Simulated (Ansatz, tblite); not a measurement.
Forces on the cluster Sr3Se3⁻ at its B3LYP-D4/def2-SVPD geometry. Charge -1, multiplicity 2.

In the def2 sets Sr takes a core potential; there is no spin–orbit coupling. The xTB rows come from tblite. Another isomer (doublet) lies 0.34 eV lower at PBE0-D4/def2-TZVPD; other spin states weren't run for this one.

GFN1-xTB (tblite), largest force 1.07 eV/Å:

```xyz
6
positions Å, forces eV/Å
Sr   -0.951    3.001    0.279    0.219   -0.807   -0.662
Sr    0.799   -2.133    2.190   -0.125    0.207   -1.037
Sr    0.029   -0.459   -1.258    0.105    0.030   -0.016
Se   -0.636    2.174   -2.412   -0.010   -0.144    1.054
Se   -0.397    0.483    1.660    0.115    0.011   -0.075
Se    1.156   -3.067   -0.460   -0.302    0.704    0.736
```

GFN2-xTB (tblite), largest force 0.52 eV/Å:

```
Sr 0.099 -0.501 -0.118
Sr -0.167 0.283 -0.408
Sr 0.023 0.105 0.259
Se 0.042 -0.202 0.392
Se 0.159 -0.059 -0.300
Se -0.156 0.375 0.175
```

PBE-D4/def2-TZVPD (Ansatz), largest force 0.21 eV/Å:

```
Sr 0.045 -0.159 -0.125
Sr -0.025 0.048 -0.197
Sr -0.010 0.044 0.120
Se 0.002 -0.016 0.182
Se 0.033 -0.034 -0.110
Se -0.045 0.117 0.130
```
